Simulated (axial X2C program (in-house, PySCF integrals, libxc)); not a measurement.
**What spin–orbit coupling does to HfO**

All values were computed with an axial X2C code built on PySCF integrals. Spin-free means the one-electron spin-free X2C Hamiltonian; two-component (2c) means X2C with spin–orbit coupling and atomic mean-field two-electron Coulomb and Gaunt terms, so the difference of the two also holds small scalar two-electron terms. Basis: Hf dyall-cv3z [13s14p9d7f4g], O dyall-av3z [7s6p3d2f] (cores contracted in-house); Gaussian nuclei, density fitting, unrestricted open shells. Masses: Hf 179.947 u, O 15.995 u.

Spin-free state: M_S = 0, Λ = 0 (closed shell); fragments Hf + O.

```csv
level,Re (Å),ωe (cm⁻¹),De (eV),μ (D)
PBE0,1.712,1010.2,8.434,-3.44
HF,1.707,1048.8,4.772,-3.87
MP2,1.738,953.9,9.274,n/a
CCSD,1.727,993.6,8.098,n/a
CCSD(T),1.739,958.3,n/a,n/a
BLYP,1.742,946.1,8.960,-3.44
```

Correlated methods: 18 electrons correlated (number of frozen shells: Hf 4 s, 3 p, 2 d, 1 f; O 1 s), 316 virtual spin orbitals or spinors in MP2, 108 natural virtuals in coupled cluster.

Dipoles are positive if O is the positive end.

Two-component determinant lowest at the distance of the search:

Ω = 0 (closed shell); fragments Hf + O.

| level | Re (Å) | ωe (cm⁻¹) | μ (D) |
| --- | --- | --- | --- |
| PBE0 | 1.711 | 1010.7 | -3.42 |
| HF | 1.706 | 1049.7 | -3.84 |
| MP2 | 1.737 | 954.6 | n/a |
| CCSD | 1.726 | 994.0 | n/a |
| CCSD(T) | 1.738 | 958.6 | n/a |
| BLYP | 1.741 | 946.2 | -3.41 |

From the two tables, how do the constants change at the CCSD(T) level (2c against spin-free)?

At the CCSD(T) level Re goes down by 0.001 Å and ωe increases by 0.3 cm⁻¹.

The state is one determinant whose occupation by symmetry is held fixed; it was picked as the lowest of a PBE0 search that is not exhaustive. The closed shell is kept restricted, so the energy runs too high when the bond is stretched far. Dissociation energies refer to the lowest single-determinant-based atoms at the same level and basis. De is not given where an atomic determinant may have missed its ground term or J level, or where the truncated virtual space spoils (T). CCSD and (T) use frozen natural virtuals with an MP2 correction for the truncation; (T) itself is uncorrected, so its De runs slightly low. The functionals have no current-density term, which raises determinants with orbital currents, atoms included. The T1 diagnostic is large, a sign of multireference character.
